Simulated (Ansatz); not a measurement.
A made-up structure of BNH4Se, closed shell:

N1  (0.030, -0.018, 0.309)
B2  (-0.963, 0.599, -0.440)
Se3  (1.506, -0.942, -0.582)
H4  (-1.843, 1.150, 0.056)
H5  (-0.998, 0.616, -1.589)
H6  (-0.004, 0.008, 1.328)
H7  (2.162, -1.346, 0.664)
(Å)

It is relaxed with PBE-D4/def2-SVP and then PBE0-D4/def2-TZVP (Ansatz 0.2.0). Atoms count as bonded within 1.22 times the sum of their covalent radii (H–H: 0.88 Å). The end point is not checked to be a true minimum.

(1) Does its bonding change? (Judge from chemistry; the calculation decides.)

## Answers

(1) Computed: No: no bond forms or breaks.

Where it ends: The first stage lowers the energy by 0.23 eV in 6 steps. It ends as BNH₄Se ([BH2][NH][SeH]):
N1  (-0.126, -0.239, 0.377)
B2  (-0.848, 0.636, -0.428)
Se3  (1.169, -1.419, -0.204)
H4  (-1.700, 1.291, 0.103)
H5  (-0.606, 0.708, -1.594)
H6  (-0.329, -0.335, 1.360)
H7  (2.330, -0.575, 0.133)
(Å)

Labels in which every atom is bracketed show which atoms are joined, not bond orders.

For scale, one of the runs: PBE0-D4/def2-TZVP relaxation, 134 basis functions, launched by `ansatz run in.yaml --threads 2 --pin off --events-out ev --progress --plain --max-ram 4352MiB`. Hardware: 2 CPU threads of an AMD EPYC 7R32, shared host. Wall time about 49 s.
